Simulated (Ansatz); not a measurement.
One change: `[NH2][In]([F])[Br]` becomes `[NH2][In]([NH2])[Br]`.

Ansatz, PBE0-D4/def2-TZVP geometries, multiplicity 1. Each molecule was computed in one conformer, which needn't be the lowest.

Elements past krypton have def2 core potentials. Scalar relativity is left out up to krypton.

```tsv
property	`[NH2][In]([F])[Br]`
LUMO energy (PBE/def2-TZVPP) / eV	-3.06
LUMO energy (PBE0/def2-TZVPP) / eV	-2.19
LUMO energy (B3LYP/def2-TZVPP) / eV	-2.52
HOMO–LUMO gap (PBE0/def2-TZVPP) / eV	5.95
size of the dipole moment (PBE/def2-TZVPP) / D	3.13
ideal-gas entropy at 298 K and 1 bar (rigid rotor, harmonic PBE0-D4/def2-TZVP) / J/(mol·K)	358
```

(1) Give the same properties after the change, and the shifts. (An estimate is asked.)

Answers

(1) Ansatz gave: 
| property | `[NH2][In]([NH2])[Br]` | shift |
| --- | --- | --- |
| LUMO energy (PBE/def2-TZVPP) / eV | -2.24 | 0.82 |
| LUMO energy (PBE0/def2-TZVPP) / eV | -1.40 | 0.79 |
| LUMO energy (B3LYP/def2-TZVPP) / eV | -1.72 | 0.80 |
| HOMO–LUMO gap (PBE0/def2-TZVPP) / eV | 5.94 | -0.01 |
| size of the dipole moment (PBE/def2-TZVPP) / D | 3.36 | 0.23 |
| ideal-gas entropy at 298 K and 1 bar (rigid rotor, harmonic PBE0-D4/def2-TZVP) / J/(mol·K) | 370 | 12 |

The zero-point energy changes by 61.1 kJ/mol with +6 modes. Dipoles are sizes alone; their direction can turn.

B3LYP here is the variant with VWN-RPA as its local correlation; programs differ in this.

Spin–orbit coupling is left out; it splits and shifts lone-pair levels of the heavy atoms by tenths of an eV.
